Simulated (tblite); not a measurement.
Compound: C4H6FNSi.
SMILES with atom numbers: `[CH:1]#[C:2]/[C:3]([F:4])=[CH:5]/[SiH2:6][NH2:7]` (hydrogens: H8 on C1; H9 on C5; H10, H11 on Si6; H12, H13 on N7)

Computed with GFN2-xTB (tblite), gas phase: L-BFGS steps from a force-field or distance-geometry start until the largest atomic force falls under 0.01 eV/Å.

Step 4: E = -569.0871 eV
```
atom  x, y, z in Å  |  force x, y, z in eV/Å
C1      3.7026    0.1223   -0.2400    0.540   0.109  -0.112
C2      2.5799   -0.1265    0.0886   -0.549  -0.166   0.234
C3      1.2383   -0.4022    0.4392   -0.071   0.015  -0.036
F4      1.0620   -1.0594    1.6173    0.129   0.061  -0.109
C5      0.1858   -0.0567   -0.2950    0.021   0.121  -0.245
Si6    -1.5927   -0.4316    0.1425    0.017  -0.018   0.100
N7     -2.5287    0.8366   -0.5765   -0.306   0.039   0.322
H8      4.6877    0.3448   -0.5219    0.034   0.002  -0.017
H9      0.3676    0.4613   -1.2303    0.108  -0.070   0.174
H10    -1.8201   -0.3521    1.5775    0.151  -0.294   0.346
H11    -2.0222   -1.6819   -0.4662   -0.030  -0.125  -0.019
H12    -2.3530    1.7227   -0.1135   -0.095   0.049  -0.328
H13    -3.5115    0.6230   -0.4393    0.051   0.279  -0.310
```

Step 5: E = -569.1227 eV
```
atom  x, y, z in Å  |  force x, y, z in eV/Å
C1      3.7036    0.1219   -0.2371    0.611   0.130  -0.150
C2      2.5861   -0.1335    0.1010   -0.715  -0.083   0.070
C3      1.2347   -0.3975    0.4304    0.107  -0.050   0.090
F4      1.0739   -1.0543    1.6084   -0.011  -0.020   0.023
C5      0.1791   -0.0558   -0.2990    0.050   0.199  -0.356
Si6    -1.6026   -0.4384    0.1557    0.114   0.012   0.048
N7     -2.5341    0.8334   -0.5596   -0.298   0.105   0.244
H8      4.6872    0.3451   -0.5236    0.044  -0.011   0.013
H9      0.3839    0.4656   -1.2340   -0.052  -0.147   0.288
H10    -1.8091   -0.3713    1.6001    0.149  -0.287   0.216
H11    -2.0237   -1.6918   -0.4690   -0.011  -0.003   0.049
H12    -2.3590    1.7379   -0.1320   -0.072  -0.067  -0.291
H13    -3.5244    0.6392   -0.4590    0.084   0.223  -0.246
```

Q: Estimate the geometry and energy of step 6. (The exact step hangs on the optimiser's Hessian estimate; all steps are aligned on step 5, rigid shifts and turns removed.)

A: E = -569.1475 eV, largest force 0.384 eV/Å
```
atom  x, y, z in Å  |  force x, y, z in eV/Å
C1      3.7065    0.1218   -0.2343    0.182   0.035  -0.035
C2      2.5882   -0.1396    0.1113   -0.281   0.114  -0.236
C3      1.2313   -0.3935    0.4227    0.155  -0.080   0.145
F4      1.0848   -1.0499    1.6007   -0.156  -0.087   0.130
C5      0.1742   -0.0528   -0.3066    0.060   0.110  -0.155
Si6    -1.6103   -0.4441    0.1692    0.152   0.066   0.010
N7     -2.5428    0.8313   -0.5389   -0.188   0.040   0.124
H8      4.6889    0.3454   -0.5253    0.043  -0.024   0.042
H9      0.3990    0.4680   -1.2340   -0.149  -0.103   0.187
H10    -1.7952   -0.3959    1.6261    0.154  -0.268   0.032
H11    -2.0253   -1.7014   -0.4706    0.012   0.126   0.120
H12    -2.3662    1.7523   -0.1553   -0.023  -0.065  -0.196
H13    -3.5374    0.6589   -0.4828    0.039   0.136  -0.167
```

The energy changes by -0.0248 eV. The first-order estimate −F·Δx gives -0.0387 eV and the mean of the old and new forces, exact on a quadratic surface, -0.0249 eV. The step makes an angle of 66° with the force vector and moves no atom by more than 0.038 Å.

What follows is the cost of the whole relaxation. The run took 1.1 s of wall time on Arm Neoverse N1, one thread, shared host with 64 logical CPUs at a one-minute load of 62.
